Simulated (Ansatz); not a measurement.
Relaxation of FH5O3Sn (10 atoms, charge 0, multiplicity 1), to a largest force component of 0.03 eV/Å in at most 50 steps.

Method: RKS BLYP-D4/def2-SVP in Ansatz.

```xyz
10
Properties=species:S:1:pos:R:3:forces:R:3
Sn -0.142 -0.064 -0.053 -0.03 0.20 -0.89
O -0.017 -0.253 1.925 0.30 0.14 0.89
H -0.851 -0.005 2.369 -0.08 0.04 0.05
O 1.752 -0.235 -0.680 0.02 0.00 0.03
H 1.932 -1.183 -0.848 0.02 -0.04 -0.03
H -0.922 1.312 -0.722 -0.02 0.04 0.02
O -1.159 -1.714 -0.623 0.01 -0.02 0.09
H -1.113 -2.352 0.121 -0.01 -0.04 -0.07
F 1.170 2.285 1.421 -0.05 0.31 -0.34
H 1.214 1.568 2.020 -0.17 -0.62 0.26
```

Where does it end, and by what steps?

The forces met the threshold. After 10 steps the energy has fallen by 0.266 eV; H10 moved furthest, 0.50 Å.

```tsv
step	energy less start (eV)	largest force component (eV/Å)	accepted
0	0.0000	0.893	yes
1	-0.1358	0.374	yes
2	-0.2105	0.621	yes
3	-0.2051	1.149	no
4	-0.2403	0.090	yes
5	-0.2538	0.275	yes
6	-0.2595	0.241	yes
7	-0.2638	0.209	yes
8	-0.2654	0.034	yes
9	-0.2655	0.052	yes
10	-0.2657	0.014	yes
```

```xyz
10
Properties=species:S:1:pos:R:3
Sn -0.030 0.089 -0.017
O 0.042 0.001 2.065
H -0.852 -0.032 2.462
O 1.837 -0.333 -0.608
H 1.810 -1.222 -1.021
H -0.890 1.390 -0.733
O -1.147 -1.539 -0.454
H -0.836 -2.310 0.065
F 1.146 1.980 1.251
H 0.784 1.335 1.918
```

Whether the end is a true minimum wasn't checked by a vibrational analysis.

Time of the run: 9.2 s on 2 threads of AMD EPYC 9B45 (Zen 5) (shared host), peak memory 0.16 GiB.
